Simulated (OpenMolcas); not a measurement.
# C II: CASPT2 settings compared

```yaml
Program: OpenMolcas 26.06
Basis: ANO-L-VDZP [3s2p1d]
Scalar_Hamiltonian: non-relativistic, point nucleus
Active_space: 3 electrons in 4 orbitals (2s 2p)
State_averaging: 2S+1 = 4 odd, 1 root; 2S+1 = 2 odd, 11 roots kept (CI in the orbitals of an earlier block); 2S+1 = 4 even, 3 roots; 2S+1 = 2 even, 9 roots kept (CI in the orbitals of an earlier block)
Spin-orbit_coupling: state interaction with AMFI integrals over the reference wave functions, term energies averaged over their components
```

Methods on the same reference wave functions:
A. CASSCF
B. SS-CASPT2, IPEA 0.15 Eh, imaginary shift 0.15 Eh (closed shells correlated: none)
C. SS-CASPT2, IPEA 0.35 Eh, sigma2 regulariser 0.1 Eh (closed shells correlated: 1s)
D. SS-CASPT2, IPEA 0.5 Eh, no level shift (closed shells correlated: 1s)
E. MS-CASPT2, IPEA 0.35 Eh, sigma2 regulariser 0.1 Eh (closed shells correlated: 1s)

Energies in cm-1 above 2s2 2p 2P* 1/2, the measured ground level; measured values from NIST Handbook of Basic Atomic Spectroscopic Data.

```json
{"Level": "2s2 2p 2P* 1/2", "A": "0.0", "B": "0.0", "C": "0.0", "D": "0.0", "E": "0.0", "Measured": "0.0"}
{"Level": "2s2 2p 2P* 3/2", "A": "57.7", "B": "57.7", "C": "57.7", "D": "57.7", "E": "57.8", "Measured": "63.4"}
{"Level": "2s 2p2 4P 1/2", "A": "34283", "B": "40180", "C": "39750", "D": "39450", "E": "39750", "Measured": "43003"}
{"Level": "2s 2p2 4P 3/2", "A": "34304", "B": "40200", "C": "39770", "D": "39480", "E": "39770", "Measured": "43025"}
{"Level": "2s 2p2 4P 5/2", "A": "34338", "B": "40240", "C": "39800", "D": "39510", "E": "39800", "Measured": "43054"}
{"Level": "2s 2p2 2D 3/2", "A": "78195", "B": "76520", "C": "77080", "D": "77390", "E": "77080", "Measured": "74933"}
{"Level": "2s 2p2 2D 5/2", "A": "78195", "B": "76520", "C": "77080", "D": "77390", "E": "77080", "Measured": "74930"}
{"Level": "2s 2p2 2S 1/2", "A": "101129", "B": "100640", "C": "100810", "D": "100910", "E": "100810", "Measured": "96494"}
{"Level": "2s 2p2 2P 1/2", "A": "120054", "B": "115740", "C": "116390", "D": "116830", "E": "116390", "Measured": "110624"}
{"Level": "2s 2p2 2P 3/2", "A": "120095", "B": "115780", "C": "116430", "D": "116870", "E": "116430", "Measured": "110666"}
{"Level": "2p3 4S* 3/2", "A": "136128", "B": "141150", "C": "140590", "D": "140370", "E": "140590", "Measured": "142027"}
{"Level": "2p3 2D* 3/2", "A": "158690", "B": "154530", "C": "154850", "D": "155090", "E": "154850", "Measured": "150467"}
{"Level": "2p3 2D* 5/2", "A": "158690", "B": "154530", "C": "154850", "D": "155090", "E": "154850", "Measured": "150462"}
{"Level": "2p3 2P* 1/2", "A": "182097", "B": "177240", "C": "177610", "D": "177890", "E": "177610", "Measured": "168730"}
{"Level": "2p3 2P* 3/2", "A": "182100", "B": "177240", "C": "177610", "D": "177890", "E": "177610", "Measured": "168748"}
```

Deviations, from unrounded energies. A percentage is the sum of absolute deviations over the sum of measured energies, with the sign that they share, or ± where signs differ.

| Against measurement | Levels | A | B | C | D | E |
| --- | --- | --- | --- | --- | --- | --- |
| mean absolute deviation (cm-1) | 14 | 7500 | 3700 | 4100 | 4400 | 4100 |
| fine structure of the ground term (%) | 1 | -9.0 | -9.0 | -9.0 | -9.0 | -8.9 |
| other configurations (%) | 13 | ±7.6 | ±3.8 | ±4.2 | ±4.5 | ±4.2 |

B lies closest to measurement on these levels and A furthest from it. The largest miss of B in the table is 2p3 2P* 1/2, by +8500 cm-1. The ranking rests on the paired levels alone, and a cruder setting can come out closer through cancelling errors.

Among B to E the level of the table that moves most is 2s 2p2 2P 3/2, by 1100 cm-1 (lowest in B, highest in D). Moves below CASPT2's spread within the term are not significant.

The mean deviations of B to E differ by less than CASPT2's widest spread within a term (1300 cm-1), so their order carries little weight.

The lowest spin-free term lies below A's lowest term by 0.036 hartree in B, 0.034 hartree in C, 0.032 hartree in D, 0.034 hartree in E.

CASPT2 breaks the degeneracy within a term, and the mean is taken; among the terms shown or strongly mixed into the levels shown the widest spread is 1300 cm-1 (2p3 2D*, E). Terms from blocks run as CI alone lack orbitals of their own. Without dynamic correlation excited terms often stand tens of per cent too high (terms of higher spin than the ground term too low), and those without a measured partner can miss by more than the paired ones (holds for A). Measured partners are found by configuration, term and J. A level has none where our copy of the source lacks it or the pairing is in doubt (some pairs that miss far off the trend of their configuration count as doubtful), and it then counts in no deviation. Only configurations of the active space appear.

* marks odd parity.
